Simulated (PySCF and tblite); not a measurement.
Computed ¹H and ¹³C shifts (ppm) of 5 molecules with 8 carbons each, averaged over conformers at 298.15 K: GIAO PBE0/6-31G* on GFN2-xTB geometries, unscaled, against TMS (¹H), TMS (¹³C) at the same level; H on other atoms than carbon is left out (PySCF, tblite).

P. ¹H: 2.70 (2H), 2.39 (1H), 1.92 (2H), 1.88 (3H), 1.63 (2H), 1.45 (1H), 0.86 (1H) ¹³C: 198.0 (1C), 54.0 (1C), 41.4 (2C), 35.3 (1C), 26.7 (1C), 24.4 (2C)
Q. ¹H: 6.55 (1H), 5.88 (1H), 5.74 (1H), 5.09 (1H), 5.01 (1H), 3.18 (2H), 2.79 (2H) ¹³C: 135.8 (1C), 134.8 (1C), 130.1 (1C), 119.7 (1C), 119.1 (1C), 108.5 (1C), 37.5 (1C), 27.4 (1C)
R. ¹H: 6.89 (1H), 6.00 (1H), 5.63 (1H), 5.31 (1H), 5.21 (1H), 5.18 (1H), 4.67 (2H), 3.41 (3H) ¹³C: 154.5 (1C), 133.4 (1C), 124.6 (1C), 115.0 (1C), 113.4 (1C), 112.1 (1C), 70.9 (1C), 56.8 (1C)
S. ¹H: 4.91 (1H), 2.45 (1H), 2.40 (1H), 2.25 (1H), 2.24 (1H), 2.05 (1H), 1.63 (3H), 1.16 (3H) ¹³C: 149.0 (1C), 103.6 (1C), 87.2 (1C), 36.4 (1C), 34.8 (1C), 31.6 (1C), 17.5 (1C), 16.3 (1C)
T. ¹H: 7.85 (1H), 7.43 (1H), 3.88 (3H), 2.24 (3H) ¹³C: 187.2 (1C), 157.3 (1C), 149.2 (1C), 145.3 (1C), 144.8 (1C), 137.8 (1C), 51.2 (1C), 26.5 (1C)

The molecules:
1. C8H10O3Si, SMILES COC(=O)C1=CC=C(C(C)=O)[SiH2]1
2. C8H11FO, SMILES C=C/C=C(F)/C=C\COC
3. C₈H₁₂F₂, SMILES CC1=C(F)C[C@@H](C)[C@@H](F)C1
4. C₈H₁₂Ge, SMILES C=CC1=[C]([GeH3])CC=CC1
5. C8H12O, SMILES CC(=O)[C@@H]1[C@@H]2CC[C@H]1C2

(1) Which spectrum belongs to which molecule?

Unscaled shifts at such levels can be off by 15 ppm or more for ¹³C and 0.8 ppm for ¹H.

For scale, the study of COC(=O)C1=CC=C(C(C)=O)[SiH2]1 took 2.9 min on 1 thread of Arm Neoverse V1 (shared host) (rough), launched as `OMP_NUM_THREADS=1 python ens_run.py task.json out`.

Answers

(1) P is 5; Q is 4; R is 2; S is 3; T is 1.

Assigned:
1. [CH3:1][O:2][C:3](=[O:4])[C:5]1=[CH:6][CH:7]=[C:8]([C:9]([CH3:10])=[O:11])[SiH2:12]1: ¹³C: 187.2 (C9), 157.3 (C3), 149.2 (C6), 145.3 (C8), 144.8 (C7), 137.8 (C5), 51.2 (C1), 26.5 (C10) ppm.
2. [CH2:1]=[CH:2]/[CH:3]=[C:4]([F:5])/[CH:6]=[CH:7]\[CH2:8][O:9][CH3:10]: ¹³C: 154.5 (C4), 133.4 (C7), 124.6 (C2), 115.0 (C6), 113.4 (C1), 112.1 (C3), 70.9 (C8), 56.8 (C10) ppm.
3. [CH3:1][C:2]1=[C:3]([F:4])[CH2:5][C@@H:6]([CH3:7])[C@@H:8]([F:9])[CH2:10]1: ¹³C: 149.0 (C3), 103.6 (C2), 87.2 (C8), 36.4 (C10), 34.8 (C6), 31.6 (C5), 17.5 (C7), 16.3 (C1) ppm.
4. [CH2:1]=[CH:2][C:3]1=[C:4]([GeH3:5])[CH2:6][CH:7]=[CH:8][CH2:9]1: ¹³C: 135.8 (C3), 134.8 (C2), 130.1 (C4), 119.7 (C8), 119.1 (C7), 108.5 (C1), 37.5 (C6), 27.4 (C9) ppm.
5. [CH3:1][C:2](=[O:3])[C@@H:4]1[C@@H:5]2[CH2:6][CH2:7][C@H:8]1[CH2:9]2: ¹³C: 198.0 (C2), 54.0 (C4), 41.4 (C5/C8), 35.3 (C9), 26.7 (C1), 24.4 (C6/C7) ppm.
